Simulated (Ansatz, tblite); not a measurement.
Spin states of Hg₂S₂, each relaxed with r2SCAN-D4/def2-SVP in Ansatz. Electronic energies in the gas phase.

In the def2 sets Hg takes a core potential; there is no spin–orbit coupling. The xTB rows come from tblite. Correlated methods freeze 10 core orbitals; core or outer-core shells of Hg are correlated, in sets that lack core-valence functions. The structure comes from a short search, and lower isomers may exist.

Singlet geometry (D2h within 0.1 Å):

Cartesian coordinates in Å:
```
Hg 1.124 -0.154 0.892
Hg -1.124 0.154 -0.892
S -0.734 -1.839 0.607
S 0.734 1.839 -0.607
```

Triplet geometry (D2h within 0.1 Å):

```
atom   x (Å)   y (Å)   z (Å)
 Hg1  -0.697  -1.427  -0.674
 Hg2   0.696   1.427   0.673
  S3   0.661   0.462  -1.663
  S4  -0.659  -0.463   1.663
```

Quintet geometry (D2h within 0.1 Å):

```xyz
4

Hg    0.0736   -0.8733   -1.8423
Hg   -0.0736    0.8733    1.8423
S     1.7715   -0.0244    0.0824
S    -1.7715    0.0245   -0.0824
```

⟨S²⟩: triplet 2.02 at PBE0-D4/def2-TZVP (pure 2.00), quintet 6.03 at PBE0-D4/def2-TZVP (pure 6.00).

Only these spin states were relaxed. The triplet has other bonds than the singlet, so the gap mixes isomer and spin. The quintet has other bonds than the singlet, so the gap mixes isomer and spin.

| level | triplet − singlet (kcal/mol) | quintet − singlet (kcal/mol) | lowest of these |
| --- | --- | --- | --- |
| GFN1-xTB | 45.2 | 91.0 | singlet |
| GFN2-xTB | 38.1 | 63.6 | singlet |
| LDA (SPW92)/def2-TZVP | 20.2 | 54.6 | singlet |
| PBE-D4/def2-TZVP | 16.2 | 44.2 | singlet |
| r2SCAN-D4/def2-TZVP | 14.1 | 41.6 | singlet |
| B97M-V/def2-TZVP | 18.2 | 49.6 | singlet |
| r2SCANh-D4/def2-TZVP | 13.9 | 42.2 | singlet |
| PBE0-D4/def2-TZVP | 16.1 | 47.2 | singlet |
| ωB97X-V/def2-TZVP | 21.4 | 51.6 | singlet |
| PBE-QIDH/def2-TZVP | 17.9 | 52.6 | singlet |
| RPA@PBE/def2-TZVP | 18.7 | 42.6 | singlet |

Change of the quintet − singlet gap on mixing in exact exchange, in kcal/mol: PBE to PBE0 (25 % exact exchange) 3.0; r2SCAN to r2SCANh (10 % exact exchange) 0.6.

The xTB methods have no term that favours high spin, so they put low spin too low.
